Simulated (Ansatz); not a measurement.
```yaml
crystal:
  periodic: [false, false, false]
  atoms:
    - {symbol: C, position_ang: [-0.867713, 0.749658, 0.131961]}
    - {symbol: Se, position_ang: [1.224889, 0.996791, -0.247536]}
    - {symbol: Ga, position_ang: [1.244963, -1.396390, 0.258295]}
    - {symbol: H, position_ang: [-1.034346, 1.481696, -1.074435]}
    - {symbol: H, position_ang: [-1.333807, 1.954102, 0.572433]}
    - {symbol: H, position_ang: [-1.299375, -0.018588, -0.002799]}
    - {symbol: H, position_ang: [2.287738, -2.073588, 0.514850]}
    - {symbol: H, position_ang: [-0.310533, -2.353383, 0.477127]}
basis:
  gaussian: {orbitals: cc-pVTZ-DK, fitting: {mean_field: def2-universal-jkfit}}
hamiltonian: {xc: {name: HF}}
correlation: {method: mp2, frozen_orbitals: {C: 0}}
scf: {lower_state_search: off}
output: {forces: true}
```

```sh
$ ansatz run in.yaml --threads 4 --pin off --events-out ev --progress --plain --max-ram 10444MiB
```

Shortened log:

```
Functional definition: HF
Error: "frozen_orbitals" has no count for Se
```

In this input frozen orbitals are typed for one element alone, and the program wants a count for each. The program refused the input.
